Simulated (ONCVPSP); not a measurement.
# Dy, ONCV: configuration errors across variants

Dy, optimised norm-conserving Vanderbilt (ONCV), made with ONCVPSP 4.0.1 (PBE, scalar-relativistic). Core [Kr] 4d10 4f9, reference 5s2 5p6 5d1.5 6s1.5. Waves: 5s+6s: rc 2.15 bohr, ncon 3, nbas 7, qcut 7.4 1/bohr, 2 projectors; 5p: rc 2.50 bohr, ncon 5, nbas 8, qcut 6.8 1/bohr, 1 projector; 5d: rc 2.85 bohr, ncon 4, nbas 9, qcut 5 1/bohr, 1 projector. Local part: polynomial inside 1.50 bohr (lpopt 5, dvloc0 -1 Ha). Core correction: Teter function, fcfact 1.5, rcfact 1.2.

All-electron excitation energies from the reference (eV): (1) 5s2 5p6 5d1 6s2 -1.018; (2) 5s2 5p6 5d1 6s1 5.823; (3) 5s2 5p6 5d1 6s0 18.254; (4) 5s2 5p5 5d1 6s2 32.644.

3 further variants failed, have other tests or too few solved ones, and are left out.

Errors AE − PS in meV (a dash: test not solved or not reliable):

| change | (1) | (2) | (3) | (4) | bound ghosts | GHOST(+) flags above zero |
| --- | --- | --- | --- | --- | --- | --- |
| base | +1.4 | -1.9 | +9.8 | -221 | none | s |
| s: qcut 7.9; p: qcut 7.3; d: qcut 5.4 | +1.2 | -2.0 | +10 | -217 | none | s |
| p: nproj 3 | +1.3 | -2.0 | +9.4 | -241 | none | s |
| core correction Teter function, fcfact 1.5, rcfact 1.68 | 0.0 | -3.8 | -6.8 | -252 | none | s |
| p: qcut 7.8 | +1.4 | -1.9 | +9.4 | -212 | none | s |
| local potential polynomial inside 1.50 bohr (lpopt 5, dvloc0 6.5 Ha) | +1.4 | -1.9 | +9.6 | -230 | none | none |
| p: ncon 3, nbas 6 | +1.5 | -1.8 | +10 | -234 | none | s |
| core correction Teter function, parameters optimised by the program | +0.4 | -2.9 | +2.7 | -249 | none | s |

Give the same row for: s: rc 2.76.

+0.9, -1.8, +8.7, -210; bound ghosts: none; GHOST(+) flags above zero: s.
